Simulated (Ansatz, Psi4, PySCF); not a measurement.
C6H11O, doublet (typed; the unrestricted solution is spin-contaminated), at a GFN2-xTB geometry. Base run: PySCF with CCSD(T)/STO-3G.

The PySCF input:
```python
from pyscf import gto, scf, cc

mol = gto.M(
    atom='''
C     2.205914   -0.440314   -0.457368
C     1.091963    0.412689   -0.335832
O     0.744067    1.183563   -1.236635
C     0.338780    0.385855    0.985224
C    -1.053960   -0.249326    0.794821
C    -1.931975    0.631475   -0.083848
C    -0.941288   -1.658174    0.215690
H     2.848141   -0.346669   -1.316264
H     2.530697   -1.065342    0.353939
H     0.209104    1.413615    1.328704
H     0.900233   -0.172000    1.734105
H    -1.507582   -0.319441    1.791550
H    -2.870038    0.131699   -0.314082
H    -2.150627    1.574846    0.411598
H    -1.418266    0.852435   -1.019423
H    -0.563828   -1.622737   -0.803603
H    -0.269279   -2.270872    0.813074
H    -1.917692   -2.137275    0.201370
''',
    basis='sto-3g',
    charge=0,
    spin=1,
    verbose=4,
)

mf = scf.UHF(mol)
mf.kernel()

mycc = cc.CCSD(mf)
mycc.kernel()
et = mycc.ccsd_t()
print('E(CCSD(T)) = %.10f' % (mycc.e_tot + et))
```

The same geometry, method and basis name were run in Ansatz (an electronic-structure program) and Psi4 and PySCF, at each program's defaults and at the settings that a row names. The base is PySCF at its defaults. Differences at the defaults can come from grids, fitting, cores and function types together.

| code and settings | ΔE vs base (mEh) | basis functions | E (Eh) | SCF cycles |
|---|---|---|---|---|
| PySCF, defaults (exact integrals, spherical functions, all electrons correlated) | 0.000 | 46 | -305.09384 | 17 |
| Psi4, defaults (exact integrals, spherical functions, all electrons correlated) | 0.000 | 46 | -305.09384 | 20 |
| Ansatz, defaults (factorised integrals, spherical functions, frozen core) | 2.665 | 46 | -305.09117 | - |
| PySCF, frozen core | 2.617 | 46 | -305.09122 | 17 |
| Psi4, exact integrals, spherical functions, frozen core | 2.617 | 46 | -305.09122 | 20 |
| Ansatz, high accuracy, frozen core | 2.617 | 46 | -305.09122 | - |

Open shells are given as the SCF converged; they aren't shown to be the lowest states, and a large step between rows can be another state.
